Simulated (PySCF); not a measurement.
## Electron correlation in S²⁺ (sulfur, charge +2)

[Ne] 3s2 3p2, high-spin 3P determinant. Computed with PySCF 2.14 in cc-pV(T+d)Z (5s4p3d1f, 39 functions), with the non-relativistic Hamiltonian (point nucleus). Frozen: [Ne]; 4 electrons correlated.

MP2 pair energies summed by pair of shells (mhartree):

```tsv
pair	energy	share (%)
3s-3p	-42.42	62.8
3s-3s	-17.99	26.6
3p-3p	-7.10	10.5
```

Total MP2 correlation energy: -67.52 mhartree.

Same-spin part -11.19 and opposite-spin part -56.33 mhartree; SCS-MP2 scales them by 1/3 and 6/5 to -71.32 mhartree.

| level | correlation energy (mhartree) |
| --- | --- |
| CCSD | -89.70 |
| (T) | -2.18 |
| CCSD(T) | -91.88 |

Diagnostics: T1 = 0.0086, D1 = 0.0221, largest double amplitude 0.105.

Task: Is a single reference adequate?

Result: Mostly. T1 lies below 0.03, but a double amplitude of this size points to a near-degeneracy that CCSD handles and MP2 describes poorly.
